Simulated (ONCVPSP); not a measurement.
# What the settings do to the ONCV potential of vanadium

Base potential:

```
Element                 : vanadium (V)
Generator               : ONCVPSP 4.0.1
Type                    : optimised norm-conserving Vanderbilt (ONCV)
Functional              : PBE
Relativity              : fully relativistic
Frozen core             : [Ne]
Valence charge          : 13
Reference configuration : 3s2 3p6 3d3 4s1 (charge +1)
Partial waves           : 3s+4s: rc 1.45 bohr, ncon 3, nbas 7, qcut 6.6 1/bohr, 3 projectors, debl 3.5 Ha; 3p: rc 1.30 bohr, ncon 4, nbas 7, qcut 8.5 1/bohr, 2 projectors, debl 1.6 Ha; 3d: rc 1.30 bohr, ncon 4, nbas 9, qcut 13.5 1/bohr, 3 projectors, debl 3.5 Ha; f scattering state at 0.1 Ha: rc 1.50 bohr, ncon 4, nbas 7, qcut 6.5 1/bohr, 2 projectors, debl 1.6 Ha
Local potential         : polynomial inside 1.25 bohr (lpopt 5, dvloc0 0 Ha)
Core correction         : polynomial model core, fcfact 0.4
```

Open shells are filled in proportion to 2j + 1.

In the p channel the program set the typed energies aside and used -1.888, 0.250 Ha (j = l + 1/2; the other j can differ).

Cutoffs, loose and tight: the cutoffs (Ha) at which the residual kinetic energy of the hardest occupied pseudo-wave falls to 1 and 0.1 mHa per electron. They do not see the model core or the augmentation charge, which bear on the density cutoff. Test errors are all-electron minus pseudo excitation energies from the reference, over the configurations 3s2 3p6 3d3 4s2; 3s2 3p6 3d3 4s0; 3s2 3p6 3d2 4s0; 3s2 3p6 3d4 4s1. A dash means not determined; rows that change the core or the reference have their own tests.

```tsv
change	outcome	cutoff, loose	cutoff, tight	bound ghosts	GHOST(+) flags above zero	largest test error (meV)
base	generated, projector energies reset by the program	59 Ha	68 Ha	none	none	+8.8
local potential polynomial inside 1.25 bohr (lpopt 5, dvloc0 -2 Ha)	generated, projector energies reset by the program	59 Ha	68 Ha	none	f7/2, f5/2	+9.3
local potential polynomial inside 1.25 bohr (lpopt 5, dvloc0 1 Ha)	generated, projector energies reset by the program	59 Ha	68 Ha	none	s	+8.8
local potential polynomial inside 1.25 bohr (lpopt 5, dvloc0 2.5 Ha)	generated, projector energies reset by the program	59 Ha	68 Ha	none	none	+8.8
local potential polynomial inside 1.25 bohr (lpopt 5, dvloc0 4.5 Ha)	generated, projector energies reset by the program	59 Ha	68 Ha	none	none	+8.9
local potential polynomial inside 1.25 bohr (lpopt 5, dvloc0 7 Ha)	generated, projector energies reset by the program	59 Ha	68 Ha	none	none	+8.9
local potential polynomial inside 1.25 bohr (lpopt 5, dvloc0 9 Ha)	generated, projector energies reset by the program	59 Ha	68 Ha	none	none	+8.9
```

Reading the sweep of the dvloc0 (base included, trends over the rows without a ghost): The loose cutoff stays near 59 Ha. The median size of the test errors (rows with all tests solved) stays near 0.7 meV.
